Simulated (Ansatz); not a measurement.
Wavefunction ladder for `[NH2][Zn][Br]`

```csv
atom,x (Å),y (Å),z (Å)
N1,-0.210,-0.978,-0.059
Zn2,0.209,0.758,0.267
Br3,0.751,2.845,0.840
H4,-1.159,-1.153,-0.361
H5,0.410,-1.471,-0.687
```

The species carries charge 0 and has multiplicity 1. For Zn the d shell is correlated and the shells below it are frozen. Correlated methods include outer-core shells of Br, which these sets cover unevenly. Scalar relativity is left out up to krypton. All single points use the PBE0-D4/def2-TZVP geometry. It is one conformer, not always the lowest. Frozen core, restricted reference, the Gaussian-basis code of Ansatz.

```tsv
basis	HF (Eh)	MP2 corr.	CCSD corr.	(T)	CCSD(T) total
def2-SVP	-4405.29681	-0.70430	-0.69395	-0.01689	-4406.00765
def2-TZVPP	-4405.93063	-0.99583	-0.95930	-0.03207	-4406.92200
def2-QZVPP	-4406.02552	-1.36680	-1.30121	-0.04134	-4407.36807
```
